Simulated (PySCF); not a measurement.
# ScSBr: breathing scan

These are results of PBE0/[Sc def2-TZVP, S def2-TZVP, Br def2-TZVP], no relativity, density fitting, PySCF, not measurements.

Rigid scan from the singlet minimum (Sc–Br 2.472 Å, Sc–S 2.137 Å; Br–Sc–S 127.8°). Coordinate: all bonds to the central atom scaled together. Energies in kJ/mol from the minimum.

```csv
scale of all bonds to the centre,E (kJ/mol),dipole size (D)
0.88,180.4,5.16
0.92,71.2,5.40
0.96,15.8,5.63
1.00,0.0,5.85
1.04,12.6,6.05
1.08,45.2,6.25
1.14,118.0,6.54
1.22,237.5,6.92
1.35,441.3,7.57
```

At long bonds a restricted determinant can lie too high, and another spin state can fall below this curve.

Other isomers or separated fragments may lie lower.
